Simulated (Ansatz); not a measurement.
Input file for Ansatz (a program for electronic structure): R-PBE/def2-TZVPP on AlFH2 (SMILES [F][AlH2]), atoms moved off the minimum.

Ansatz 0.2 input:
```yaml
crystal:
  periodic: [false, false, false]
  atoms:
    - {symbol: Al, position_ang: [-0.22377011, -0.59718211, 0.30401995]}
    - {symbol: H, position_ang: [0.47667498, -1.36077499, 1.18162325]}
    - {symbol: H, position_ang: [-1.57915117, -0.99368470, -0.91912475]}
    - {symbol: F, position_ang: [0.47610588, 0.98588444, -0.10710728]}
basis:
  gaussian:
    orbitals: def2-TZVPP
hamiltonian:
  xc: {name: PBE}
scf: {lower_state_search: off}
output: {forces: true}
```

### Question
What total energy does the run end on?

### Answer
-343.3052 hartree.
